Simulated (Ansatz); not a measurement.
LaCl₃. Total charge 0; singlet. Geometry PBE0-D4/def2-SVP, basis def2-TZVP, Ansatz.

```csv
atom,x (Å),y (Å),z (Å)
La1,-0.1979,0.1288,0.1508
Cl2,-0.8445,-2.3291,0.7066
Cl3,1.8873,1.1399,1.3332
Cl4,-0.8449,1.0603,-2.1906
```

| run | HOMO (eV) | LUMO (eV) |
| --- | --- | --- |
| A | -8.38 | -2.91 |
| B | -7.88 | -3.13 |
| C | -9.13 | -2.60 |
| D | -7.54 | -3.50 |
| E | -11.29 | -1.09 |
| F | -11.13 | -1.50 |

In the def2 sets La takes a core potential; there is no spin–orbit coupling. The structure comes from a short search, and lower isomers may exist.

Problem. The runs used PBE, r2SCAN, r2SCAN0, r2SCANh, ωB97M-V, ωB97X-V. Estimate which is which.

Solution. A r2SCANh (10 % exact exchange); B r2SCAN (0 % exact exchange); C r2SCAN0 (25 % exact exchange); D PBE (0 % exact exchange); E ωB97X-V (range-separated); F ωB97M-V (range-separated). Exact exchange lowers occupied and raises empty levels; among semilocal functionals meta-GGAs tend to open the gap a little, and such runs are hard to tell apart. The gap grows from 4.04 eV (PBE) to 10.19 eV (ωB97X-V).
